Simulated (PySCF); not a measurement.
stibine cation (H3Sb), SMILES [SbH3] (connectivity only; charge and spin as stated), charge +1, multiplicity 2.

The structure is a stationary point at B3LYP-D3(BJ)/def2-TZVPD. The spin state was assumed, not searched. The def2 effective core potentials stand for the cores of Sb; spin–orbit coupling is left out.

Method: TDA-M06-2X/def2-TZVPD run with PySCF.

Vertical excitations; the highest root listed may be one member of a degenerate set. 

**Question.** Estimate the UV-visible absorptions. (Estimate from the structure and the level; the computed values follow.)

**Answer.** 
| state | energy (eV) | λ (nm) | f | main pairs |
|---|---|---|---|---|
| root 1 | 4.32 | 287 | 0.005 | β HOMO−1→LUMO (degenerate set) |
| root 2 | 4.32 | 287 | 0.005 | β HOMO→LUMO (degenerate set) |
| root 3 | 6.12 | 203 | 0.000 | α HOMO→LUMO 94 % |
| root 4 | 6.56 | 189 | 0.034 | α HOMO→LUMO+2 94 % |
| root 5 | 6.56 | 189 | 0.034 | α HOMO→LUMO+1 94 % |
| root 6 | 8.07 | 154 | 0.001 | α HOMO−1→LUMO, α HOMO−1→LUMO+2, α HOMO−2→LUMO+1, β HOMO→LUMO+1 (degenerate set) |
| root 7 | 8.07 | 154 | 0.001 | α HOMO−2→LUMO, α HOMO−1→LUMO+1, α HOMO−2→LUMO+2, β HOMO−1→LUMO+1 (degenerate set) |
| root 8 | 8.29 | 150 | 0.002 | α HOMO−2→LUMO+2 26 %, α HOMO−1→LUMO+1 26 %, β HOMO−1→LUMO+3 16 %, β HOMO→LUMO+2 16 % |
| root 9 | 9.19 | 135 | 0.002 | α HOMO−2→LUMO+2, α HOMO−1→LUMO+1, α HOMO−2→LUMO, β HOMO→LUMO+2, β HOMO−1→LUMO+3, β HOMO−1→LUMO+1 (degenerate set) |
| root 10 | 9.19 | 135 | 0.001 | α HOMO−2→LUMO+1, α HOMO−1→LUMO, β HOMO−1→LUMO+2 (degenerate set) |
Unrestricted roots are not spin-pure.
